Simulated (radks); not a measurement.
Values are calculated unless marked as measured or tabulated.
Exchange energies: the exact (Fock) value of the Kohn-Sham orbitals and density-functional approximations, as 100 (|E| - |E exact|)/|E exact|, negative where the magnitude is too small. Species: Mn+ [Ar] 3d5 4s1; Zn [Ar] 3d10 4s2; Si3+ [Ne] 3s1; Ce46+ [Ne] 3s2; Kr [Kr]. Code: a radial shooting solver on a logarithmic mesh with Libxc functionals. Model: non-relativistic Kohn-Sham, PBE, spin-polarised, spherical densities, point nucleus. Every spin shell is full or empty, so the densities are truly spherical. Functionals are evaluated on that one density, not self-consistently.

functional            Mn+        Zn      Si3+     Ce46+        Kr
exact (hartree)  -50.7862  -69.4351  -19.4788  -101.716  -93.7540
LDA                 -6.44     -5.62     -8.44     -7.60     -5.51
B88                 +0.22     +0.45     +0.01     -0.03     +0.07
PBE                 -0.29     -0.03     -0.57     -0.59     -0.40
revPBE              -0.01     +0.18     -0.08     -0.19     -0.22
RPBE                +0.09     +0.27     +0.08     -0.06     -0.15
PW86                +0.45     +0.56     +0.56     +0.32     +0.05
SOGGA               -2.81     -2.34     -3.71     -3.41     -2.53
G96                 +0.40     +0.67     +0.11     +0.14     +0.34
APBE                +0.69     +0.88     +0.61     +0.49     +0.44
revTPSS             -0.50     -0.40     -0.36     -0.74     -0.80
SCAN                +0.40     +0.51     +0.30     +0.15     +0.27
r2SCAN              +0.13     +0.26     +0.07     -0.18     0.00
Tao-Mo              -0.27     -0.23     -0.05     -0.43     -0.65
TASK                -2.65     -2.42     -2.77     -3.16     -2.41
MVS                 +0.03     +0.25     -0.20     -0.50     +0.06
